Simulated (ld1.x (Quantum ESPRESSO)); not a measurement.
# Which change was made? (F, RRKJ)

- Element: F (Z = 9)
- Generator: ld1.x (Quantum ESPRESSO) 7.5
- Type: norm-conserving RRKJ (Kleinman–Bylander form)
- Functional: PBE
- Relativity: scalar-relativistic
- Frozen core: [He]
- Valence charge: 7
- Reference configuration: 2s2 2p5
- Partial waves: 2s (bound): rc 0.75 bohr; 3d channel at -0.15 Ry: rc 1.40 bohr; 2p (bound): rc 1.70 bohr
- Local potential: the p channel
- Core correction: a·sin(br)/r model core inside 0.75 bohr
- rho0: 0.005

Cutoffs, loose and tight: the cutoffs (Ry, on a coarse ladder) from which the occupation-weighted sum of valence levels, in a spherical-Bessel basis at the reference potential, stays within 10 and 1 mRy of its value at 400 Ry. They do not see the model core or the augmentation charge, which bear on the density cutoff. Test errors are all-electron minus pseudo excitation energies from the reference, over the configurations 2s2 2p4; 2s2 2p3; 2s2 2p2; 2s2 2p4.5; 2s1 2p5; 2s1 2p6; 2s2 2p5.3; variants that change the core or the reference have their own tests.

The base gives: outcome: generated; cutoff, loose: 180 Ry; cutoff, tight: 230 Ry; bound ghosts: none; largest test error (meV): +1241.

(1) After one change the result is: outcome: generated; cutoff, loose: 140 Ry; cutoff, tight: 180 Ry; bound ghosts: none; largest test error (meV): +1223. Which change was it?
A. wave 2s (bound): rc 0.75 bohr becomes 2s (bound): rc 0.48 bohr
B. wave 2s (bound): rc 0.75 bohr becomes 2s (bound): rc 1.12 bohr
C. wave 2s (bound): rc 0.75 bohr becomes 2s (bound): rc 0.92 bohr
D. wave 2s (bound): rc 0.75 bohr becomes 2s (bound): rc 0.64 bohr

Answers

(1) C. The others give: wave 2s (bound): rc 0.75 bohr becomes 2s (bound): rc 0.48 bohr → outcome: failed: compute_chi: n is too large | wave 2s (bound): rc 0.75 bohr becomes 2s (bound): rc 0.64 bohr → outcome: generated; cutoff, loose: 230 Ry; cutoff, tight: over 300 Ry; bound ghosts: none; largest test error (meV): +1249 | wave 2s (bound): rc 0.75 bohr becomes 2s (bound): rc 1.12 bohr → outcome: generated; cutoff, loose: 120 Ry; cutoff, tight: 140 Ry; bound ghosts: none; largest test error (meV): +1173.
